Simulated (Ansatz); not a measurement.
Pulling on the Si1–F2 bond in FHOSi (SMILES O[Si]F) (multiplicity 1 held, fragments rigid). Energies count from the point at 1.628 Å.
Geometry at that point (charge 0, multiplicity 1):
```xyz
4

Si     0.0094     0.0060     0.6102
F     -0.7351     1.0256    -0.4174
O      0.7308    -1.0461    -0.4256
H      0.6386    -0.9461    -1.3817
```

Signs of static correlation in cc-pV(T+d)Z, from Ansatz (an electronic-structure program) runs.

```tsv
R (Å)	T1 of restricted CCSD	⟨S²⟩ of UHF	largest double amplitude of restricted CCSD
1.302	0.013	0.000	0.106
1.465	0.013	0.000	0.107
1.628	0.015	0.000	0.106
1.791	0.016	0.000	0.104
1.953	0.017	0.000	0.099
2.198	0.020	0.000	0.083
2.442	0.024	0.000	0.079
2.849	0.033	(withheld)	0.089
3.256	0.047	0.965	(withheld)
3.744	0.081	1.015	0.193
4.395	0.082	1.028	0.105
5.209	0.042	1.030	0.099
```

Task: Some entries are withheld; supply them.

Result: 
- 2.849, ⟨S²⟩ of UHF: 0.765
- 3.256, largest double amplitude of restricted CCSD: 0.111

Doubts at one or more of the structures used: a restricted determinant that unrestricted orbitals would lower (R-CCSD(T)/cc-pV(T+d)Z); T1 above 0.05 (R-CCSD(T)/cc-pV(T+d)Z, U-CCSD(T)/cc-pV(T+d)Z); a spin-contaminated determinant (U-CCSD(T)/cc-pV(T+d)Z).
